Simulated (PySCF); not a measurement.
H₂O₃Si, SMILES O=[Si](O)O. Heavy atoms are numbered as in [Si:1](=[O:2])([OH:3])[OH:4]. Hydrogens are named by the atom that carries them.

Geometry optimised at B3LYP-D3(BJ)/def2-SVP. The values are those of a single conformer.

Method: ωB97X/def2-TZVPD run with PySCF.

ESP charges are fitted to the potential on shells at 1.4 to 2.0 van der Waals radii. Atomic charges (e), one atom of each kind:

```tsv
atom	ESP fit	meta-Löwdin
Si1	1.06	(withheld)
O2	-0.72	(withheld)
O3 (OH)	-0.57	(withheld)
H on O3	0.41	(withheld)
```

What belongs in the gaps? (An estimate is asked for; the answer gives what the named calculation found.)


- Si1, meta-Löwdin: 1.56
- O2, meta-Löwdin: -0.85
- O3 (OH), meta-Löwdin: -0.73
- H on O3, meta-Löwdin: 0.37
